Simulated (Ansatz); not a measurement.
Geometry optimisation, RKS B3LYP-D4/def2-SVP in Ansatz 0.2.0.

The input (input.yaml):

```yaml
crystal:
  periodic: [false, false, false]
  atoms:
    - { symbol: "N", position_ang: [-1.2529, 1.6542, 0.1648] }
    - { symbol: Ge, position_ang: [-0.6056, 0.1547, 0.9352] }
    - { symbol: Al, position_ang: [1.6354, 0.5921, 1.7136] }
    - { symbol: C, position_ang: [-0.5483, -1.3017, -0.3458] }
    - { symbol: Al, position_ang: [0.4223, -0.8455, -1.9923] }
    - { symbol: H, position_ang: [-2.1918, 1.4362, -0.3177] }
    - { symbol: H, position_ang: [-0.6115, 1.9871, -0.5975] }
    - { symbol: H, position_ang: [-1.4396, -0.2159, 2.1464] }
    - { symbol: H, position_ang: [2.0196, 0.4603, 3.3212] }
    - { symbol: H, position_ang: [2.8064, 1.0073, 0.7084] }
    - { symbol: H, position_ang: [-0.1867, -2.2122, 0.1493] }
    - { symbol: H, position_ang: [-1.6515, -1.5224, -0.6149] }
    - { symbol: H, position_ang: [0.53891, -1.94175, -3.09085] }
    - { symbol: H, position_ang: [1.15308, 0.54617, -2.13931] }
basis:
  gaussian: { orbitals: def2-SVP }
hamiltonian:
  xc: b3lyp
  dispersion: d4
relax:
  f_tol: 0.015
  max_steps: 40
```

Run as:

```bash
$ ansatz run input.yaml --threads 2 --pin off --max-ram 3072MiB --backend cpu --events-out ev --progress --plain --runs-dir out
```

Problem. Where does it end, and by what steps?

Solution. It converged. After 38 steps the energy has fallen by 1.662 eV; H6 moved furthest, 2.02 Å. Joined: N1–Al3, Al5–H10.

```json
{"step": "0", "energy less start (eV)": "0.0000", "largest force component (eV/Å)": "2.415", "accepted": "yes"}
{"step": "2", "energy less start (eV)": "-0.3595", "largest force component (eV/Å)": "0.258", "accepted": "yes"}
{"step": "4", "energy less start (eV)": "-0.3807", "largest force component (eV/Å)": "0.138", "accepted": "yes"}
{"step": "6", "energy less start (eV)": "-0.3877", "largest force component (eV/Å)": "0.157", "accepted": "yes"}
{"step": "8", "energy less start (eV)": "-0.3905", "largest force component (eV/Å)": "0.091", "accepted": "yes"}
{"step": "10", "energy less start (eV)": "-0.3943", "largest force component (eV/Å)": "0.220", "accepted": "yes"}
{"step": "12", "energy less start (eV)": "-0.4605", "largest force component (eV/Å)": "0.829", "accepted": "yes"}
{"step": "14", "energy less start (eV)": "-0.8250", "largest force component (eV/Å)": "0.744", "accepted": "yes"}
{"step": "16", "energy less start (eV)": "-1.1749", "largest force component (eV/Å)": "0.722", "accepted": "yes"}
{"step": "18", "energy less start (eV)": "-1.2541", "largest force component (eV/Å)": "0.191", "accepted": "yes"}
{"step": "20", "energy less start (eV)": "-1.2727", "largest force component (eV/Å)": "0.304", "accepted": "yes"}
{"step": "22", "energy less start (eV)": "-1.2880", "largest force component (eV/Å)": "0.130", "accepted": "yes"}
{"step": "24", "energy less start (eV)": "-1.3030", "largest force component (eV/Å)": "0.178", "accepted": "yes"}
{"step": "26", "energy less start (eV)": "-1.3290", "largest force component (eV/Å)": "0.170", "accepted": "yes"}
{"step": "28", "energy less start (eV)": "-1.3840", "largest force component (eV/Å)": "0.205", "accepted": "yes"}
{"step": "30", "energy less start (eV)": "-1.5319", "largest force component (eV/Å)": "0.300", "accepted": "yes"}
{"step": "32", "energy less start (eV)": "-1.6477", "largest force component (eV/Å)": "0.306", "accepted": "yes"}
{"step": "34", "energy less start (eV)": "-1.6607", "largest force component (eV/Å)": "0.049", "accepted": "yes"}
{"step": "36", "energy less start (eV)": "-1.6617", "largest force component (eV/Å)": "0.024", "accepted": "yes"}
{"step": "38", "energy less start (eV)": "-1.6618", "largest force component (eV/Å)": "0.007", "accepted": "yes"}
```

```xyz
14
Properties=species:S:1:pos:R:3
N -0.568 1.395 0.663
Ge -0.720 -0.633 1.274
Al 1.209 0.833 1.192
C -0.673 -1.476 -0.497
Al 0.763 -0.586 -1.579
H -1.098 2.020 1.272
H -0.803 1.612 -0.310
H -2.105 -0.626 1.984
H 2.161 1.701 2.095
H 1.788 0.214 -0.222
H -0.420 -2.540 -0.347
H -1.660 -1.427 -0.988
H 1.920 -1.467 -2.220
H 0.295 0.778 -2.279
```

Time of the run: 9.7 min on 2 threads of Intel(R) Xeon(R) Processor @ 2.50GHz (Skylake/Cascade Lake) (shared host), peak memory 0.45 GiB.
